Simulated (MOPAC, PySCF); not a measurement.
Bond stretch in H₃ClGe, SMILES [Cl][GeH3]. The Ge1–Cl5 bond (Ge1 also carries H, H, H; Cl5 carries nothing else) is pulled apart rigidly from the PBE0/def2-TZVP optimised geometry.

Levels: PM3, restricted, heats of formation (MOPAC); UKS-B3LYP/6-31G* = PySCF with unrestricted B3LYP/6-31G*, spherical d; AM1, restricted, heats of formation (MOPAC); UCCSD(T) = CCSD(T) on UHF/cc-pVDZ, 14 core orbitals frozen run with PySCF.

Energies relative to the lowest point of each curve near equilibrium, in kJ/mol; the last columns give the difference from UCCSD(T):

| R / Å | PM3 | UKS-B3LYP/6-31G* | AM1 | UCCSD(T) | PM3 − UCCSD(T) | UKS-B3LYP/6-31G* − UCCSD(T) | AM1 − UCCSD(T) |
|---|---|---|---|---|---|---|---|
| 1.72 | 187.5 | 337.7 | 245.1 | 349.6 | -162.1 | -11.9 | -104.4 |
| 1.81 | 105.8 | 187.6 | 133.1 | 193.2 | -87.4 | -5.7 | -60.1 |
| 1.92 | 44.5 | 77.9 | 49.5 | 79.2 | -34.7 | -1.3 | -29.7 |
| 2.04 | 11.9 | 19.1 | 7.6 | 18.7 | -6.8 | 0.4 | -11.1 |
| 2.11 | 3.2 | 4.3 | 0.0 | 3.9 | -0.7 | 0.4 | -3.9 |
| 2.16 | 0.2 | 0.0 | 0.2 | 0.0 | 0.2 | 0.0 | 0.2 |
| 2.24 | 0.0 | 1.3 | 7.8 | 2.4 | -2.4 | -1.1 | 5.4 |
| 2.29 | 2.9 | 6.1 | 16.2 | 8.0 | -5.1 | -1.9 | 8.2 |
| 2.35 | 9.8 | 14.8 | 29.1 | 17.9 | -8.1 | -3.1 | 11.2 |
| 2.49 | 42.2 | 43.8 | 67.7 | 49.9 | -7.7 | -6.1 | 17.9 |
| 2.68 | 116.0 | 92.4 | 131.0 | 102.5 | 13.5 | -10.1 | 28.5 |
| 2.90 | 210.7 | 150.6 | 208.3 | 164.6 | 46.0 | -14.0 | 43.6 |
| 3.27 | 333.7 | 237.3 | 323.9 | 262.3 | 71.4 | -25.0 | 61.6 |
| 3.56 | 401.6 | 287.3 | 393.6 | 318.2 | 83.5 | -30.9 | 75.4 |
| 3.85 | 451.5 | 317.9 | 446.3 | 349.4 | 102.0 | -31.5 | 96.8 |
| 4.28 | 501.5 | 344.4 | 500.7 | 365.6 | 135.9 | -21.1 | 135.1 |
| 4.71 | 533.2 | 359.1 | 536.5 | 369.9 | 163.3 | -10.8 | 166.6 |
| 5.32 | 561.2 | 369.7 | 569.2 | 371.5 | 189.7 | -1.8 | 197.7 |
| 5.80 | 576.0 | 373.9 | 586.9 | 371.9 | 204.1 | 2.0 | 215.0 |
| 6.48 | 591.5 | 377.0 | 605.4 | 372.1 | 219.4 | 4.9 | 233.3 |
| 7.60 | 609.9 | 379.1 | 626.8 | 372.1 | 237.8 | 6.9 | 254.7 |

PM3 is furthest from UCCSD(T) at 7.60 (237.8 kJ/mol, above); its mean absolute difference over the points is 84.9 kJ/mol.

UKS-B3LYP/6-31G* is furthest from UCCSD(T) at 3.85 (-31.5 kJ/mol, below); its mean absolute difference over the points is 9.1 kJ/mol.

AM1 is furthest from UCCSD(T) at 7.60 (254.7 kJ/mol, above); its mean absolute difference over the points is 83.8 kJ/mol.

The restricted form behind PM3, AM1 keeps the bonding electrons paired and can't separate into open-shell fragments. The unrestricted determinant behind UKS-B3LYP/6-31G* is spin-contaminated at 3.56 to 7.60 Å (<S²> up to 0.9, against 0.00 for a pure singlet). The unrestricted determinant behind UCCSD(T) is spin-contaminated at 3.27 to 7.60 Å (<S²> up to 1.0, against 0.00 for a pure singlet).
